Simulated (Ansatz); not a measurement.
Compare A (`C1[SiH2]C[SiH2][SiH2]1`) with its isomer B (`[SiH3]CC1[SiH2][SiH2]1`).

Computed with Ansatz on PBE0-D4/def2-TZVP structures; ΔE is electronic, products minus reactants. CBS: MP2 limit from def2 TZ/QZ plus the TZ coupled-cluster correction, frozen cores. Functionals use def2-TZVPP. B3LYP here is the variant with VWN-RPA as its local correlation; programs differ in this. One conformer a species, not always the lowest.

Which isomer does CCSD(T)/CBS put lower? Give the gap. (Estimate.)

The calculation gave: A, by 207.8 kJ/mol.

Give E(B) − E(A) in kJ/mol with CCSD(T)/def2-TZVPP, B2PLYP, r2SCAN-D4, PBE0-D4, CCSD/def2-TZVPP, B3LYP, MP2/def2-TZVPP. (Best estimate.)

Computed: CCSD(T)/def2-TZVPP 205.8, B2PLYP 202.7, r2SCAN-D4 205.3, PBE0-D4 208.0, CCSD/def2-TZVPP 208.1, B3LYP 197.4, MP2/def2-TZVPP 208.8. None reverses the order clearly.

Largest T1 diagnostic: 0.013.

In def2-TZVPP, CCSD(T) changes the Hartree–Fock value by −7.1 kJ/mol (the triples alone add −2.3 kJ/mol) and MP2 by −4.0 kJ/mol. The D4 term adds +5.4 kJ/mol with B3LYP and +2.6 kJ/mol with PBE0; it sums over pairs of atoms, weighted by their polarisabilities, and B3LYP, whose exchange is more repulsive, gets the larger term.
